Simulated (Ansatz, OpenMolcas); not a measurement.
**Si4H10 (SMILES [SiH3][SiH]([SiH3])[SiH3]): methods side by side**

Si4H10: 14 atoms, total charge 0, spin state singlet. SMILES: `[SiH3][SiH]([SiH3])[SiH3]`. The shape is that of a PBE0-D4/def2-TZVP optimisation.

Quantity: the HOMO–LUMO gap, in eV. The values are calculated.

| level | kind | program | value (eV) | CPU time |
| --- | --- | --- | --- | --- |
| HF/6-31G* (spherical functions) | Hartree–Fock | OpenMolcas | 13.63 | 20 s |
| SVWN5/6-31G* (spherical functions) | LDA | OpenMolcas | 6.03 | 72 s |
| revPBE/6-31G* (spherical functions) | GGA | Ansatz | 6.20 | 5.9 s |
| M06-L/6-31G* (spherical functions) | meta-GGA | OpenMolcas | 6.75 | 1.7 min |
| B3LYP/6-31G* (spherical functions) | global hybrid | OpenMolcas | 7.66 | 86 s |
| B3LYP/6-31G* (Cartesian functions) | global hybrid | OpenMolcas | 7.66 | 93 s |
| wB97M-V/6-31G* (spherical functions) | range-separated hybrid | Ansatz | 11.62 | 57 s |
| B2PLYP/6-31G* (spherical functions) | double hybrid | Ansatz | 10.12 | 11 s |

The values span 6.03 to 13.63 eV. Orbital gaps aren't excitation energies, and those of double hybrids come from the SCF part alone; they tend to grow with the share of exact exchange. CPU times are rough (shared hosts, several kinds of processor): they show what a rung costs within a factor of a few.
